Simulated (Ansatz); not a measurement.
C2H8BNSi can be A, `N[SiH]1BCC1`, or B, `CN1B[SiH]1C`.

Gas-phase electronic energies from Ansatz, PBE0-D4/def2-TZVP geometries. CCSD(T)/CBS adds triple-zeta CCSD(T) − MP2 to the extrapolated MP2 energy (def2 sets, frozen cores). Functionals use def2-TZVPP. B3LYP here is the variant with VWN-RPA as its local correlation; programs differ in this. One conformer a species, not always the lowest.

A:

```xyz
13

N    -1.948    0.814   -1.173
Si   -0.363    0.332   -0.733
B     0.315   -1.497   -0.242
C     1.270   -0.735    0.758
C     0.438    0.557    0.987
H    -2.769    0.455   -0.718
H    -2.127    1.684   -1.644
H     0.548    0.964   -1.734
H     0.138   -2.672   -0.361
H     2.186   -0.495    0.195
H     1.604   -1.259    1.659
H     1.004    1.459    1.225
H    -0.295    0.395    1.782
```

B:

```xyz
13

C     0.390    1.711    1.038
N    -0.302    0.501    0.686
B    -1.590    0.009    0.689
Si   -0.181   -1.143    0.073
C     0.414   -1.352   -1.686
H     1.130    1.517    1.819
H    -0.314    2.464    1.402
H     0.920    2.118    0.172
H    -2.652    0.451    0.994
H     0.581   -2.062    0.966
H     1.496   -1.214   -1.760
H     0.185   -2.361   -2.041
H    -0.078   -0.640   -2.351
```

(1) Which is lower in electronic energy at CCSD(T)/CBS, and by how much? (An estimate is asked.)

(2) Give E(B) − E(A) in kJ/mol with CCSD/def2-TZVPP, MP2/def2-TZVPP, PBE-D4, B3LYP-D4, B3LYP, B2PLYP, ωB97M-V. (Best estimate.)

Largest T1 diagnostic: 0.013.

Results:

(1) The calculation gave: B, by 64.2 kJ/mol.

(2) Computed: CCSD/def2-TZVPP -63.4, MP2/def2-TZVPP -68.8, PBE-D4 -75.0, B3LYP-D4 -75.3, B3LYP -77.3, B2PLYP -74.0, ωB97M-V -65.2. None reverses the order clearly.

In def2-TZVPP, CCSD(T) changes the Hartree–Fock value by −9.6 kJ/mol (the triples alone add −3.9 kJ/mol) and MP2 by −11.1 kJ/mol. From PBE to PBE0 (25 % exact exchange), in def2-TZVPP and without D4, E(B) − E(A) moves by +8.9 kJ/mol.
